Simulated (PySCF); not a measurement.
Mapped SMILES: `[O:1]=[C:2]([Cl:3])[CH:4]=[C:5]([SiH3:6])[SiH3:7]` (H(Xn): hydrogen on atom n).

How the numbers were obtained: GIAO PBE0/pcSseg-1 shieldings, structure optimised with GFN2-xTB, in PySCF 2.14 (non-relativistic, gas phase, fast rotation and ring inversion assumed for equivalent nuclei, single conformer).

Task: List the cross peaks expected in HSQC, COSY and HMBC spectra.

Result: 

HSQC (one-bond C–H):
```tsv
δH	δC
7.42 (H(C4))	155.3 (C4)
```

HMBC (two and three bonds, from the bond graph):
```tsv
δH	δC
7.42 (H(C4))	189.4 (C5), 177.8 (C2)
4.41 (H(Si6))	189.4 (C5), 155.3 (C4)
4.34 (H(Si7))	189.4 (C5), 155.3 (C4)
```

No COSY cross peaks are expected.

Shifts are taken against calculated references (same method and geometry level): ¹H (σref 31.72) and ¹³C (σref 186.93) against TMS.

Short H···H contacts in this conformer between protons four or more bonds apart (candidates for NOE cross peaks, intensity ∝ r⁻⁶): H(C4)···H(Si6) 2.66 Å.

Carbons that carry Cl, above all several Cl atoms, come out too deshielded, partly because spin–orbit coupling is missing. Shifts are as computed. Against solution values, carbons near 30 ppm lie about +3 ppm off and those near 130 ppm about +5 ppm; carbons on Cl a further +6 ppm. Of 1211 compounds with measured shifts, 218 miss one by over three times the rms of a fit or turn the order of signals round; such compounds aren't used in these exercises.
